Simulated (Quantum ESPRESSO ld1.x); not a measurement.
Q: The niobium ion Nb4+, 37 electrons, occupied as [Kr] 5s1 (not the ground configuration). Calculated with ld1.x of Quantum ESPRESSO 7.5: scalar-relativistic Kohn-Sham, PW91, spin-unpolarised, spherical densities, point nucleus. Some entries of the table are withheld. Estimate them.

orbital,occ.,eigenvalue (hartree),r(max) (bohr)
1s,2,-693.228,0.02349
2s,2,-98.6543,0.1332
2p,6,-88.3069,(1)
3s,2,-18.0592,(2)
3p,6,(3),(4)
3d,10,(5),(6)
4s,2,-3.97115,1.020
4p,6,-3.05303,1.100
5s,1,-1.36400,2.403

A: 
(1) 2p r(max) (bohr): 0.1064
(2) 3s r(max) (bohr): 0.3954
(3) 3p eigenvalue (hartree): -14.6770
(4) 3p r(max) (bohr): 0.3891
(5) 3d eigenvalue (hartree): -9.14938
(6) 3d r(max) (bohr): 0.3341
